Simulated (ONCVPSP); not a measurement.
Before and after: ONCV potential for iridium

| Item | Value |
| --- | --- |
| Element | iridium (Ir) |
| Generator | ONCVPSP 4.0.1 |
| Type | optimised norm-conserving Vanderbilt (ONCV) |
| Functional | PBE |
| Relativity | scalar-relativistic |
| Frozen core | [Kr] 4d10 4f14 |
| Valence charge | 17 |
| Reference configuration | 5s2 5p6 5d7.5 6s1.5 |
| Partial waves | 5s+6s: rc 1.60 bohr, ncon 4, nbas 8, qcut 7.8 1/bohr, 2 projectors; 5p: rc 1.55 bohr, ncon 3, nbas 7, qcut 8 1/bohr, 1 projector; 5d: rc 2.35 bohr, ncon 4, nbas 8, qcut 6.2 1/bohr, 2 projectors, debl 3.1 Ha |
| Local potential | polynomial inside 1.40 bohr (lpopt 4, dvloc0 3 Ha) |
| Core correction | Teter function, fcfact 5, rcfact 1.25 |

All-electron outer shells of the reference configuration (PBE, scalar-relativistic, ld1.x):

```json
{"shell": "5s", "level (eV)": "-96.67", "outermost node (bohr)": "0.50", "outermost maximum (bohr)": "0.89"}
{"shell": "4f", "level (eV)": "-60.82", "outermost node (bohr)": "–", "outermost maximum (bohr)": "0.39"}
{"shell": "5p", "level (eV)": "-53.47", "outermost node (bohr)": "0.54", "outermost maximum (bohr)": "1.01"}
{"shell": "5d", "level (eV)": "-6.25", "outermost node (bohr)": "0.59", "outermost maximum (bohr)": "1.31"}
{"shell": "6s", "level (eV)": "-5.93", "outermost node (bohr)": "1.17", "outermost maximum (bohr)": "2.41"}
```

Change: core correction Teter function, fcfact 6.2, rcfact 1.25.

Cutoffs: the cutoffs (Ha) at which the residual kinetic energy of the hardest occupied pseudo-wave falls to 1 and 0.1 mHa per electron; they do not see the model core or the augmentation charge, which bear on the density cutoff. Errors are all-electron minus pseudo energies relative to the spin-unpolarised reference configuration.

Task: How do hardness, ghosts and transferability respond?

Result: The potential gets neither clearly harder nor softer (22 Ha and 26 Ha → 22 Ha and 26 Ha); the errors of the 4 common tests hardly move; neither file shows a bound ghost. A model core, the more so a compact one, raises the density cutoff, which this test does not measure.

| quantity | base | changed |
| --- | --- | --- |
| cutoff, loose | 22 Ha | 22 Ha |
| cutoff, tight | 26 Ha | 26 Ha |
| bound ghosts | none | none |
| GHOST(+) flags under 300 eV | none | none |
| error for 5s2 5p6 5d7 6s2, meV [ΔE 0.29 eV] | +3.3 | +3.3 |
| error for 5s2 5p6 5d7 6s1, meV [ΔE 10.17 eV] | -1.3 | -1.3 |
| error for 5s2 5p6 5d7 6s0, meV [ΔE 27.63 eV] | -9.7 | -9.9 |
| error for 5s2 5p6 5d6 6s0, meV [ΔE 58.18 eV] | -3.7 | -3.8 |
| s: phases at 1.63 bohr within 0.05 rad from the reference energy up to (Ha; the scan ends near 5) | to the end of the scan | to the end of the scan |
| p: phases at 1.58 bohr within 0.05 rad from the reference energy up to (Ha; the scan ends near 5) | 1.2 | 1.2 |
| d: phases at 2.38 bohr within 0.05 rad from the reference energy up to (Ha; the scan ends near 5) | to the end of the scan | to the end of the scan |
| rms error of d²Exc/dni dnj with the model core, mHa | 0.39 | 0.36 |
